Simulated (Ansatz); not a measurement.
Two isomers of C2H5GeNO: A = `C[O][GeH2][C]#N`, B = `NC1=[CH][GeH2][O]1`.

Program: Ansatz. Geometries: PBE0-D4/def2-TZVP. ΔE: electronic, gas phase. CCSD(T)/CBS is the MP2 limit (def2-TZVPP, def2-QZVPP) plus CCSD(T) − MP2 in def2-TZVPP, frozen cores. DFT in def2-TZVPP. B3LYP here is the variant with VWN-RPA as its local correlation; programs differ in this. For Ge outer-core shells are correlated without core-valence functions, which leaves a few kJ/mol of doubt a bond. Scalar relativity is left out up to krypton. One conformer a species, not always the lowest.

**Question.** Which is lower in electronic energy at CCSD(T)/CBS, and by how much? (Estimate.)

**Answer.** Computed: A, by 38.4 kJ/mol.

**Question.** Give E(B) − E(A) in kJ/mol with B3LYP, CCSD(T)/def2-TZVPP, r2SCAN-D4, HF/def2-TZVPP, MP2/def2-TZVPP, BLYP-D4, CCSD(T)/def2-SVP. (Estimate.)

**Answer.** Ansatz gave: B3LYP 37.3, CCSD(T)/def2-TZVPP 50.8, r2SCAN-D4 7.0, HF/def2-TZVPP 74.2, MP2/def2-TZVPP 46.6, BLYP-D4 39.8, CCSD(T)/def2-SVP 62.0. None reverses the order clearly.

**Question.** Does the order hold for the free energy at 298.15 K (harmonic terms from PBE0-D4)? (Estimate.)

**Answer.** Ansatz gave: Yes: G(B) − G(A) = +52.6 kJ/mol, for one conformer each. Modes under 60 cm⁻¹, often nearly free rotors, make the harmonic entropy too high.

Largest T1 diagnostic: 0.014.

At CCSD(T), def2-SVP lies +23.6 kJ/mol from the extrapolated value and def2-TZVPP +12.5 kJ/mol. The D4 term adds −4.2 kJ/mol with B3LYP and −2.0 kJ/mol with PBE0; it sums over pairs of atoms, weighted by their polarisabilities, and B3LYP, whose exchange is more repulsive, gets the larger term.
